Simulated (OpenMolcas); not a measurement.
N+, P+, As+, Sb+, Bi+: ns2 np2 down the group

| Quantity | Value |
| --- | --- |
| Program | OpenMolcas |
| Method | CASSCF |
| Basis | ANO-RCC-VTZP |
| Scalar Hamiltonian | DKH2, point nucleus |
| Spin-orbit coupling | state interaction with AMFI integrals over the reference wave functions, term energies averaged over their components |

Active space for each ion: 4 electrons in 4 orbitals (s p).

Computed levels in cm-1 above 3P0:

| Level | N+ | P+ | As+ | Sb+ | Bi+ |
| --- | --- | --- | --- | --- | --- |
| 3P1 | 44.1 | 144 | 939 | 2629 | 11234 |
| 3P2 | 131 | 414 | 2311 | 5279 | 16001 |
| 1D2 | 17523 | 11677 | 12550 | 14386 | 31004 |
| 1S0 | 30700 | 20875 | 22243 | 23384 | 41206 |
| weight of 3P in the lowest level (%) | 100 | 100 | 99 | 96 | 85 |

Mixed levels, with the weight of the term that names them: Bi+ 3P2 (63 %), Bi+ 1D2 (63 %).

Measured, with the error of the calculation in %. Measured levels: N+, P+, As+, Sb+, Bi+ from NIST Handbook of Basic Atomic Spectroscopic Data.

```
Level             N+            P+            As+            Sb+            Bi+
  3P1    48.7 (-9.4)   165 (-12.6)   1063 (-11.7)   3055 (-13.9)  13325 (-15.7)
  3P2     131 (+0.1)   469 (-11.7)    2541 (-9.1)    5658 (-6.7)   17032 (-6.1)
  1D2  15316 (+14.4)  8882 (+31.5)  10096 (+24.3)  12790 (+12.5)   33939 (-8.6)
  1S0   32689 (-6.1)  21576 (-3.2)   22599 (-1.6)   23906 (-2.2)   44174 (-6.7)
```

The fine-structure level 3P2 changes by a factor of 122 from N+ to Bi+.

Without spin-orbit coupling 1D lies 17435, 11393, 10768, 9490, 9123 cm-1 above 3P in that order; the difference to the level 1D2, of either sign, comes from spin-orbit coupling, which also lowers the zero.

Without dynamic correlation excited terms often stand tens of per cent too high (terms of higher spin than the ground term too low), and those without a measured partner can miss by more than the paired ones (holds for N+; P+; As+). Computed and measured levels are paired by configuration, term and J; levels that our copy of the source lacks, or whose pairing is in doubt (as where it misses far off the trend of its configuration), stay unpaired and out of the deviations. Where the source uses jj or jK labels, the order within each J decides. Only configurations of the active space appear.
